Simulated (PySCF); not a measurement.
GeH₈OSi₂.
SMILES with atom numbers: `[SiH3:1][SiH2:2][O:3][GeH3:4]` (hydrogens: H5, H6, H7 on Si1; H8, H9 on Si2; H10, H11, H12 on Ge4)

Geometry (PBE0-D3(BJ)/def2-SVP, Å), atoms numbered from 1 in this order:
```xyz
12
GeH8OSi2 angstrom
Si    -1.9910    0.1816    0.1387
Si    -0.2116   -1.3318    0.4295
O      1.2016   -0.7444   -0.2164
Ge     2.0339    0.8290   -0.2307
H     -3.2399   -0.3847    0.7389
H     -1.6928    1.4855    0.8127
H     -2.2346    0.4523   -1.3126
H     -0.0570   -1.6040    1.8960
H     -0.5340   -2.6227   -0.2495
H      2.4388    1.1876    1.2111
H      1.0627    1.8813   -0.7992
H      3.2604    0.6414   -1.1326
```

Level of theory: TDDFT CAM-B3LYP/def2-SVPD, vertical, gas phase, core orbitals frozen in the response in PySCF. The CAM-B3LYP/def2-SVPD calculation is non-relativistic and has no spin–orbit coupling, an omission that weighs most on germanium.

Frontier orbitals with the atoms that hold most of them (Löwdin shares over 4%, at most four atoms; ? is withheld):

| orbital | ε (eV) | atoms |
| --- | --- | --- |
| LUMO+2 | 1.30 | Si1 37%, Ge4 12%, H7 11%, Si2 10% |
| LUMO+1 | 0.78 | Ge4 44%, H12 10%, Si1 10%, H11 9% |
| LUMO | 0.35 | Ge4 22%, Si2 18%, O3 13%, Si1 12% |
| HOMO | ? | ? |
| HOMO-1 | -9.95 | ? |
| HOMO-2 | -10.84 | Ge4 24%, H11 20%, O3 18%, Si1 8% |
| HOMO-3 | -11.02 | Si1 18%, Ge4 14%, H6 13%, H12 11% |

Question: Give the leading atoms of the HOMO.

Answer: Si1 (bonded to Si and 3 H) 28%; Si2 (bonded to O, Si and 2 H) 25%; O3 (bonded to Ge and Si) 21%; H8 (bonded to Si) 6%. By element: silicon 53%, oxygen 21%, hydrogen 6% or more.

Question: Which atoms hold the HOMO-1, and with what shares?

Answer: O3 (bonded to Ge and Si) 38%; Si2 (bonded to O, Si and 2 H) 17%; H9 (bonded to Si) 11%; H8 (bonded to Si) 10%. By element: oxygen 38%, hydrogen 21% or more, silicon 17% or more.

Question: What is the HOMO energy, and the HOMO–LUMO gap?

Answer: ε(HOMO) = -9.03 eV; the gap is 9.38 eV (0.3448 hartree).

Question: The HOMO–LUMO gap is 9.38 eV. Where does the response calculation put the lowest singlet, and from which orbitals?

Answer: S1 is at 6.10 eV (f = 0.0064), 3.28 eV below the gap, made of HOMO→LUMO (90%). Without the coupling terms of the response equations the lowest excitation would equal the gap.

Question: One configuration dominates each of S1 and S2. Which, and how do the shares of the two leading atoms of either orbital change from the occupied to the empty one?

Answer: 
- S1 (6.10 eV, f 0.0064), HOMO→LUMO (90%): Si1 28% → 12%, Si2 25% → 18%, Ge4 at most 7% → 22%
- S2 (6.87 eV, f 0.0002), HOMO-1→LUMO (92%): O3 38% → 13%, Si2 17% → 18%, Ge4 at most 11% → 22%

Löwdin shares depend on the basis, the more so with diffuse functions.

One conformer stands for the species.

Without π bonds the low states are Rydberg-like; a valence basis with one diffuse set may place them up to an eV too high.
